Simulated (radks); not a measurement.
Q: Excited configurations of Xe26+: one electron is placed in a higher orbital outside [Ar] 3d9. The ground configuration is [Ar] 3d10. All-electron calculation, Dirac Kohn-Sham, PBE, spin-unpolarised, spherical densities, point nucleus; open shells fill j = l - 1/2 first. Program: a radial shooting solver on a logarithmic mesh with Libxc functionals. Excitation = E - E(ground); binding = E(ion) - E, where the ion is the core of charge +27; n* = 27/sqrt(2 binding) in atomic units. These energies are relativistic, and a one-electron ion of charge +27 with no core already has n* below n in this formula (Dirac formula, point nucleus: 5p1/2 4.983, 6p1/2 5.983, 6f5/2 5.996, 7s1/2 6.982, 7d3/2 6.992). The quantum defect is therefore taken as that value minus n*, so that it holds no relativistic shift of the bare ion.

| outer orbital | excitation (eV) | binding (eV) | n* | quantum defect | eigenvalue (eV) | <r> (bohr) |
|---|---|---|---|---|---|---|
| 5p1/2 | 984.85 | 509.03 | 4.414 | 0.569 | -499.98 | 1.056 |
| 6p1/2 | 1155.7 | 338.13 | 5.416 | 0.567 | -332.35 | 1.601 |
| 7s1/2 | 1244.6 | 249.28 | 6.308 | 0.675 | -245.22 | 2.218 |
| 7d3/2 | 1268.7 | 225.20 | 6.637 | 0.356 | -221.35 | 2.344 |

Estimate the row for 6f5/2.

A: excitation (eV) 1204.7; binding (eV) 289.14; n* 5.857; quantum defect 0.139; eigenvalue (eV) -283.48; <r> (bohr) 1.680. The Delta-SCF ionisation energy is 1493.9 eV (NIST Atomic Spectra Database: 1493 eV, theoretical). Self-interaction in the functional shifts the binding energies and quantum defects, so they are the method's values and not measured ones. Spin polarisation and multiplet splitting are left out, so open shells lie too high by an amount that depends on their filling.

Beside tabulated values, note that spin-unpolarised runs miss the spin-polarisation part of the exchange energy of open shells.
